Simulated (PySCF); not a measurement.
**Frontier levels across methods**

Compound: CH₈B₂N₂.
Atom-mapped SMILES: `[BH2:1][NH:2][BH:3][NH:4][CH3:5]` (hydrogens: H6, H7 on B1; H8 on N2; H9 on B3; H10 on N4; H11, H12, H13 on C5)

Structure used (PBE0-D3(BJ)/def2-SVP), in Å, numbered top down from 1:
```
atom  x, y, z in Å
B1    -2.358   -0.373   -0.082
N2    -1.289   -0.568   -0.966
B3     0.131   -0.309   -0.767
N4     0.632    0.192    0.433
C5     2.009    0.479    0.734
H6    -2.152    0.065    1.031
H7    -3.486   -0.642   -0.428
H8    -1.523   -0.934   -1.882
H9     0.896   -0.536   -1.679
H10   -0.019    0.379    1.189
H11    2.384   -0.121    1.581
H12    2.631    0.247   -0.141
H13    2.167    1.543    0.984
```

Basis pcSseg-2 throughout (PySCF), one geometry. Geometry: PBE0-D3(BJ)/def2-SVP, one conformer, isolated molecule.

**Question.** How do the orbital energies, the gap and the dipole change with the method?

**Answer.** 
```tsv
method	kind	HOMO (eV)	LUMO (eV)	gap (eV)	μ (D)	SCF cycles
B97-2	global hybrid	-6.99	-0.55	6.44	1.10	12
PBE0	global hybrid	-7.26	-0.57	6.69	1.12	13
mPW1PW91	global hybrid	-7.28	-0.57	6.72	1.12	13
BHandHLYP	global hybrid	-8.42	0.41	8.83	1.00	12
CAM-B3LYP	range-separated hybrid	-8.62	0.47	9.10	1.10	12
wB97X-D	range-separated hybrid	-9.11	1.25	10.36	1.09	12
LC-wPBE	range-separated hybrid	-10.00	1.62	11.61	1.09	12
```

The HOMO spans 3.00 eV, from B97-2 down to LC-wPBE, and the gap runs from 6.44 eV (B97-2) to 11.61 eV (LC-wPBE). Over the methods B97-2 (21 %), PBE0 (25 %), mPW1PW91 (25 %), BHandHLYP (50 %), a straight line through the gap against the share of exact exchange rises by 0.84 eV for each 10 % (correlation coefficient 0.999). The dipole ranges from 1.00 D (BHandHLYP) to 1.12 D (PBE0). This basis has no diffuse functions.
